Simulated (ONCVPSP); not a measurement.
# Which change was made? (Sm, ONCV)

```
Element                 : Sm
Generator               : ONCVPSP 4.0.1
Type                    : optimised norm-conserving Vanderbilt (ONCV)
Functional              : PBEsol
Relativity              : scalar-relativistic
Frozen core             : [Kr] 4d10
Valence charge          : 16
Reference configuration : 4f6 5s2 5p6 6s2
Partial waves           : 5s+6s: rc 2.70 bohr, ncon 4, nbas 7, qcut 4.4 1/bohr, 2 projectors; 5p: rc 1.70 bohr, ncon 4, nbas 8, qcut 4.6 1/bohr, 2 projectors, debl 3.8 Ha; d scattering state at 0.02 Ha: rc 2.40 bohr, ncon 3, nbas 6, qcut 4.5 1/bohr, 2 projectors, debl 1.4 Ha; 4f: rc 1.55 bohr, ncon 4, nbas 9, qcut 9.4 1/bohr, 3 projectors, debl 0.5 Ha
Local potential         : polynomial inside 1.45 bohr (lpopt 5, dvloc0 3 Ha)
Core correction         : Teter function, fcfact 2.25, rcfact 1.05
```

In the d channel the program set the typed energies aside and used 0.050, 1.450 Ha.

Cutoffs, loose and tight: the cutoffs (Ha) at which the residual kinetic energy of the hardest occupied pseudo-wave falls to 1 and 0.1 mHa per electron. They do not see the model core or the augmentation charge, which bear on the density cutoff. Test errors are all-electron minus pseudo excitation energies from the reference, over the configurations 4f6 5s2 5p6 6s1; 4f6 5s2 5p6 6s0; 4f5 5s2 5p6 6s0; 4f4 5s2 5p6 6s0; variants that change the core or the reference have their own tests.

The base gives: outcome: generated, projector energies reset by the program; cutoff, loose: 45 Ha; cutoff, tight: 142 Ha; bound ghosts: none; GHOST(+) flags above zero: f; largest test error (meV): tests left out (the all-electron energies of this program are off by 10 to 40 meV for near-neutral 4f atoms).

Q: After one change the result is: outcome: generated, projector energies reset by the program; cutoff, loose: 53 Ha; cutoff, tight: 150 Ha; bound ghosts: none; GHOST(+) flags above zero: f; largest test error (meV): tests left out (the all-electron energies of this program are off by 10 to 40 meV for near-neutral 4f atoms). Which change was it?
A. f: rc 2.16
B. f: rc 1.52
C. f: rc 1.18; local potential polynomial inside 1.18 bohr (lpopt 5, dvloc0 3 Ha)

A: B. The others give: f: rc 2.16 → outcome: generated, projector energies reset by the program; cutoff, loose: 36 Ha; cutoff, tight: 68 Ha; bound ghosts: none; GHOST(+) flags above zero: none; largest test error (meV): tests left out (the all-electron energies of this program are off by 10 to 40 meV for near-neutral 4f atoms) | f: rc 1.18; local potential polynomial inside 1.18 bohr (lpopt 5, dvloc0 3 Ha) → outcome: generated, projector energies reset by the program; cutoff, loose: 254 Ha; cutoff, tight: 373 Ha; bound ghosts: s; GHOST(+) flags above zero: p, f; largest test error (meV): tests left out (the all-electron energies of this program are off by 10 to 40 meV for near-neutral 4f atoms).
